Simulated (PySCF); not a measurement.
Structure problem from calculated spectra and properties.

Formula: CH5BO2S.

| Item | Value |
| --- | --- |
| Rotational structure | rotational constants A, B, C: 6.780, 2.947, 2.082 GHz [PBE0-D3(BJ)/def2-SVP] |
| 13C NMR | chemical shifts (computed TMS as zero) by class: 11.2 (1 C) ppm [GIAO HF/pcSseg-2] |
| Dipole | 2.66 D [CAM-B3LYP/def2-SVPD] |
| UV, first state | lowest singlet excitation: 5.85 eV (212 nm, f = 0.000) [TDDFT CAM-B3LYP/def2-SVPD] |
| NMR, other nuclei | isotropic shieldings of nuclei other than C and H, by class: 82 (1 B), 233 (2 O), 667 (1 S) ppm [GIAO HF/pcSseg-2] |
| Polarisability | 55.6 au [CAM-B3LYP/def2-SVPD] |
| 1H NMR | chemical shifts (computed TMS as zero) by class: 3.71 (2 H), 1.88 (3 H) ppm [GIAO HF/pcSseg-2] |
| Valence photoelectron | vertical ionisation energy: 9.59 eV [ΔSCF CAM-B3LYP/def2-SVPD] |
| UV, strongest line | among the 10 lowest singlet transitions: S6 at 7.82 eV (159 nm, f = 0.084) [TDDFT CAM-B3LYP/def2-SVPD] |

The electronic properties come from PySCF, for the isolated species, density fitting. Levels stand in brackets. Geometry: PBE0-D3(BJ)/def2-SVP, one conformer, isolated molecule. NMR values are class means; diastereotopic atoms form classes of their own.

Task: Propose a structure and show how it fits.

Result: Numbering: `[CH3:1][S:2][B:3]([OH:4])[OH:5]`. The one carbon: S-methyl carbon [C1] (11.2 ppm). Hydrogen classes from least to most shielded: 2 H on 2 boron-bound oxygens, O4/O5 (3.71 ppm), 3 H on an S-methyl carbon, C1 (1.88 ppm). The other shieldings belong to: 82 ppm, three-coordinate boron [B3]; 233 ppm, boron-bound oxygen [O4/O5]; 667 ppm, sulfur bonded to B and C [S2]. The first electron is taken from the HOMO, whose largest Löwdin shares are 0.69 on the sulfur bonded to B and C, 0.11 on the S-methyl carbon, 0.09 on the three-coordinate boron and 0.04 on a boron-bound oxygen. By its constants the optimised geometry is an asymmetric top. Structure: `CSB(O)O`. Computed isomers that give other values at the same levels: `OB(O)CS` (lowest singlet excitation: 5.30 eV (234 nm, f = 0.002)). The assignments are read from this structure; whether some other isomer fits the data as well wasn't checked.

Conformer computed: `[CH3:1][S:2][B:3]([OH:4])[OH:5]`: C1–S2–B3–O4 -2°, H–O4–B3–S2 -1°, H–O5–B3–S2 0°.
